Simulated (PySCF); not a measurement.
Ga(F)2(vinyl) (C2H3F2Ga), SMILES C=[CH][Ga]([F])[F]. Atoms are numbered in the order given.

```xyz
8

Ga     0.0421    -0.3199     0.0000
F      0.9727    -1.8039     0.0000
F     -1.6886    -0.6084     0.0000
C      0.7572     1.4717     0.0000
C     -0.0675     2.5318     0.0000
H      1.8422     1.6229     0.0000
H      0.3142     3.5598     0.0000
H     -1.1571     2.4230     0.0000
```
Charge 0, spin multiplicity 1.

Geometry: TPSSh-D3(BJ)/def2-SVP. The structure was generated by enumeration; whether it is a known compound was not checked. Other conformers were not sampled.

Calculation: r2SCAN/def2-TZVP in PySCF.

Gas-phase values at a fixed geometry.

Problem. Estimate the frontier levels, gap, dipole moment and polarisability. (Estimate from the structure and the level; the computed values follow.)

Solution. 
```json
{
  "highest_occupied_level": "-7.97 eV",
  "lowest_empty_level": "-2.49 eV",
  "orbital_gap": "5.47 eV",
  "dipole_moment": "3.65 D",
  "quadrupole, principal values (traceless, Buckingham form, about the centre of nuclear charge)": "-4.77, 1.32, 3.45 D·Å",
  "mean_static_polarisability": "47.6 bohr³ (7.05 Å³)",
  "polarisability_principal_values": "31.9, 45.7, 65.1 bohr³"
}
```
